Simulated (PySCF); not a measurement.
PySCF job for C3H3F3, SMILES F[C@H]1CC1(F)F, PBE0/pcSseg-1. Geometry: r2SCAN-D4/def2-SVP. The structure was generated by enumeration; whether it is a known compound was not checked.

```python
import numpy as np
from pyscf import gto, scf, dft
from pyscf.prop.nmr import rks as nmr

mol = gto.M(
    atom='''
    F     1.69008002   -0.07026354   -0.89275875
    C     0.95741989    0.21997563    0.21052468
    C    -0.10016919    1.31328851    0.08350424
    C    -0.48477767   -0.11774617    0.19232200
    F    -0.98832626   -0.73962366   -0.88191266
    F    -1.06713271   -0.56270927    1.32015681
    H     1.51785849    0.12679983    1.14873970
    H    -0.26477627    1.97786262    0.93636260
    H    -0.19950969    1.75559814   -0.91257662
    ''',
    basis='pcSseg-1',
    charge=0,
    spin=0,
    max_memory=1600,
    verbose=3,
)
mf = dft.RKS(mol, xc='pbe0')
mf.grids.level = 3
mf.conv_tol = 1e-10
mf.max_cycle = 100
mf.kernel()
n = nmr.NMR(mf)
n.verbose = 2
n.max_cycle_cphf = 60
sigma = n.kernel()
print('atom   isotropic/ppm   span/ppm')
for i, s in enumerate(sigma):
    w = np.linalg.eigvalsh((s + s.T) / 2)
    print(f'{mol.atom_symbol(i):2s}{i + 1:3d} {w.mean():14.3f} {w[2] - w[0]:11.3f}')
```

Log of the run:

```
converged SCF energy = -415.14346341895
atom   isotropic/ppm   span/ppm
F   1        413.635      76.729
C   2        111.856     123.105
C   3        164.116      46.837
C   4         72.010      69.260
F   5        335.801     229.888
F   6        320.604     213.703
H   7         26.730       9.263
H   8         29.793      12.024
H   9         29.682      10.830
```

Self-consistency was reached.

Cost: around 30 core-seconds (rough).
